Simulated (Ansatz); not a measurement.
Molecule: phosphorus nitride, PN, charge 0, multiplicity 1. SMILES: N#P
Geometry: optimised at B3LYP-D3(BJ)/def2-TZVP (Ansatz, a program for electronic structure).

Wanted: vertical electron affinity (to the doublet state of charge -1; a negative value means that the extra electron is unbound and the number depends on the basis; each state is the SCF solution reached for its spin; the UHF <S^2> is 1.06 for the doublet (pure: 0.75); for the doublet T1 is 0.066; for the singlet the Hartree-Fock reference is unstable and T1 is 0.019), in eV. Correlated levels leave the core frozen unless marked. UHF or UKS for open shells. Spin-orbit coupling is left out. No relativistic terms. Anions need diffuse functions: aug- sets have them; def2-D sets add few. CBS marks a two-point X^-3 extrapolation of the correlation energy; Hartree-Fock from the larger set.

```tsv
level	program	vertical electron affinity (eV)
r2SCAN/def2-TZVPD	Ansatz	0.09
B3LYP/def2-TZVPD	Ansatz	0.07
PBE0/def2-TZVPD	Ansatz	0.09
wB97X/def2-TZVPD	Ansatz	0.06
CCSD/aug-cc-pV(D+d)Z	Ansatz	-0.23
CCSD/def2-SVPD	Ansatz	-0.75
CCSD/aug-cc-pV(T+d)Z	Ansatz	-0.04
CCSD/def2-TZVPPD	Ansatz	-0.23
CCSD/def2-QZVPPD	Ansatz	-0.10
CCSD/CBS(aug-cc-pV(T+d)Z,aug-cc-pV(Q+d)Z)	Ansatz	0.04
CCSD(T)/def2-SVPD	Ansatz	-0.82
CCSD(T)/aug-cc-pV(T+d)Z	Ansatz	-0.09
CCSD(T)/def2-TZVPPD	Ansatz	-0.29
CCSD(T)/def2-QZVPPD	Ansatz	-0.15
CCSD(T)/CBS(aug-cc-pV(T+d)Z,aug-cc-pV(Q+d)Z)	Ansatz	0.00
```
